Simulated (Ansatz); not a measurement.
Reaction (ligand exchange at the Si–O bond): `C[SiH](O)[SiH3]` + `[NH2][AlH2]` → `C[SiH]([SiH3])[NH][AlH2]` + H₂O

Isolated molecules relaxed with PBE0-D4/def2-TZVP in Ansatz; ΔE leaves out vibrations. CCSD(T)/CBS adds triple-zeta CCSD(T) − MP2 to the extrapolated MP2 energy (def2 sets, frozen cores). This one scheme is used for every species. Functionals use def2-TZVPP. B3LYP here is the variant with VWN-RPA as its local correlation; programs differ in this. Each species was taken in one conformer, which may not be the lowest.

(1) Is it downhill or uphill in electronic energy at CCSD(T)/CBS, and by how much? (An estimate is asked.)

(2) What do these levels give: PBE-D4, r2SCAN-D4, ωB97M-V, B2PLYP, PBE, PBE0, B3LYP, MP2/def2-TZVPP, SCS-MP2/def2-TZVPP, MP2/def2-QZVPP, SCS-MP2/def2-QZVPP, CCSD/CBS(def2)? (Estimate.)

Largest T1 diagnostic among the species: 0.012.

## Answers

(1) Ansatz gave: Uphill: ΔE = +28.0 kJ/mol.

(2) Ansatz gave: PBE-D4 28.2, r2SCAN-D4 33.8, ωB97M-V 33.2, B2PLYP 37.5, PBE 34.4, PBE0 33.6, B3LYP 42.4, MP2/def2-TZVPP 27.7, SCS-MP2/def2-TZVPP 31.5, MP2/def2-QZVPP 27.2, SCS-MP2/def2-QZVPP 31.1, CCSD/CBS(def2) 30.7 kJ/mol.

The D4 term adds −9.8 kJ/mol with B3LYP and −5.8 kJ/mol with PBE0; it sums over pairs of atoms, weighted by their polarisabilities, and B3LYP, whose exchange is more repulsive, gets the larger term. In def2-TZVPP, CCSD(T) changes the Hartree–Fock value by −16.5 kJ/mol (the triples alone add −2.8 kJ/mol) and MP2 by −17.6 kJ/mol.
